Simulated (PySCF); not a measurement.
Isomers C8H14OSi:

A. `O=C(/C=C/C1CC1)CC[SiH3]`
B. `CC#C[C@@](C)(C=O)[C@H](C)[SiH3]`
C. `CCOC1=C[SiH2][C@H]2C[C@@H]1C2`
D. SMILES C(/OC)=C/[C@H](C)C1=C[SiH2]C1

Spectrum 1. 1H NMR (400 MHz, computed): δ 6.95 (m, 1H), 6.44 (d, 1H), 4.12 (t, 3H), 2.65 (t, 2H), 1.56 (m, 1H), 1.09 (m, 2H), 0.74 (m, 2H), 0.73 (m, 2H). 13C{1H} NMR (computed): δ 205.4 (C), 166.9 (CH), 130.6 (CH), 42.4 (CH2), 20.2 (CH), 12.4 (CH2), 4.5 (CH2).

Spectrum 2. 1H NMR (400 MHz, computed): δ 6.23 (d, 1H), 5.64 (m, 1H), 4.80 (m, 1H), 4.74 (m, 1H), 4.24 (m, 1H), 3.81 (s, 3H), 3.53 (m, 1H), 2.15 (m, 1H), 1.68 (m, 1H), 1.20 (d, 3H). 13C{1H} NMR (computed): δ 179.9 (C), 154.1 (CH), 127.6 (CH), 116.7 (CH), 60.0 (CH3), 40.0 (CH), 20.2 (CH2), 19.2 (CH3).

Spectrum 3. 1H NMR (400 MHz, computed): δ 9.71 (s, 1H), 4.09 (d, 3H), 2.13 (s, 3H), 1.41 (s, 3H), 1.22 (d, 3H), 0.92 (m, 1H). 13C{1H} NMR (computed): δ 214.3 (CH), 91.5 (C), 86.8 (C), 50.6 (C), 26.4 (CH), 26.4 (CH3), 18.5 (CH3), 4.7 (CH3).

Spectrum 4. 1H NMR (400 MHz, computed): δ 4.59 (m, 2H), 3.78 (q, 2H), 3.77 (t, 1H), 2.64 (m, 2H), 2.49 (m, 1H), 1.80 (m, 1H), 1.78 (m, 2H), 1.39 (t, 3H). 13C{1H} NMR (computed): δ 189.7 (C), 72.9 (CH), 64.9 (CH2), 42.5 (CH), 35.7 (CH2), 17.2 (CH), 17.1 (CH3).

- GFN2-xTB structure
- NMR shieldings at PBE0/pcSseg-1/GIAO
- program: PySCF
- non-relativistic, averaged over atoms made equivalent by symmetry, fast rotation or ring inversion, one computed conformer, in vacuum

Scale: 1H (σ = 31.72 ppm), 13C (σ = 186.93 ppm) against TMS (reference shieldings calculated alike). Where no couplings were computed, multiplicities follow the n + 1 count of equivalent neighbours, and m marks all less simple cases (inequivalent or close neighbours, rings, F or P nearby). Shifts are as computed. Against solution values, carbons near 30 ppm lie about +3 ppm off and those near 130 ppm about +5 ppm. Of 1309 compounds with measured shifts, 239 miss one by over three times the rms of a fit or turn the order of signals round; such compounds aren't used in these exercises.

Q: Which spectrum belongs to which compound?

A: 1–A, 2–D, 3–B, 4–C.

- Spectrum 1 (A): 7 13C signals; δC 205.4 is a ketone carbonyl carbon; δC 166.9 is a β carbon of a C=C–C=O unit.
- Spectrum 2 (D): 8 13C signals; δC 154.1 is an alkene carbon bearing oxygen; δC 127.6 is an alkene CH.
- Spectrum 3 (B): 8 13C signals; δC 214.3 is an aldehyde carbonyl carbon; δC 91.5 is an alkyne carbon.
- Spectrum 4 (C): 7 13C signals; δC 189.7 is an alkene carbon bearing oxygen; δC 72.9 is a β carbon of an enol-ether or enamine type C=C.
